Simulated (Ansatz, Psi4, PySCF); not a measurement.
CF$_{2}$I (SMILES F[C](F)I), doublet, geometry from GFN2-xTB (all electrons, no relativity). Base run: REVPBE/6-311G** (PySCF).

Geometry (Å):
```xyz
4

F     -1.9405    -1.0425    -0.0711
C     -1.2712     0.0297     0.3223
F     -1.8974     1.1166    -0.1006
I      0.7956    -0.0160    -0.0073
```
Charge 0, spin multiplicity 2.
Orbitals are unrestricted.
All else is at PySCF's defaults.

The same geometry, method and basis name were run in Ansatz (an electronic-structure program) and Psi4 and PySCF, at each program's defaults and at the settings that a row names. The base is PySCF at its defaults. Differences at the defaults can come from grids, fitting, cores and function types together.

```
code and settings                                                               ΔE vs base (µEh)  basis functions       E (Eh)  SCF cycles  dipole (D)        outcome
------------------------------------------------------------------------------  ----------------  ---------------  -----------  ----------  ----------  -------------
PySCF, defaults (exact integrals, its default grid, spherical functions)                     0.0              116  -7156.84983          12        0.38      converged
Ansatz, defaults (factorised integrals, its default grid, spherical functions)              -5.0              116  -7156.84984           -           -      converged
PySCF, fine grid                                                                            -1.9              116  -7156.84983          12        0.38      converged
Psi4, exact integrals, spherical functions, fine grid                                          -                -            -           -           -  input refused
Ansatz, high accuracy                                                                       -4.3              116  -7156.84984           -           -      converged
```

Open shells are given as the SCF converged; they aren't shown to be the lowest states, and a large step between rows can be another state.

- Psi4, exact integrals, spherical functions, fine grid: ended with `psi4.driver.qcdb.exceptions.BasisSetNotFound: BasisSet::construct: Unable to find a basis set for atom 4 for key BASIS among:`
